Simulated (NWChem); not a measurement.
Correlation energy of BeCl2

SMILES: [Cl][Be][Cl]
```xyz
3

Be     0.0000     0.0000     0.0000
Cl     0.0000     0.0000     1.8144
Cl     0.0000     0.0000    -1.8144
```
Charge 0, spin multiplicity 1.

The numbers come from NWChem runs, not from measurements. The geometry was optimised at PBE/def2-SVP, a minimum by its harmonic frequencies.

Basis set: def2-TZVP. Each correlation energy counts from its own Hartree-Fock reference.

The correlated methods keep 11 core orbitals frozen. The structure started from a generated list of species. Coupled-cluster values serve here as a point of comparison, not as the truth.

Problem. For the correlation energy, MP2 gives -402.8 mHa and SCS-MP2 gives -394.6 mHa. What do CR-CCSD[T], CR-CCSD(T), CCSD give?

Solution. CR-CCSD[T]: -451.4 mHa; CR-CCSD(T): -451.3 mHa; CCSD: -437.5 mHa.
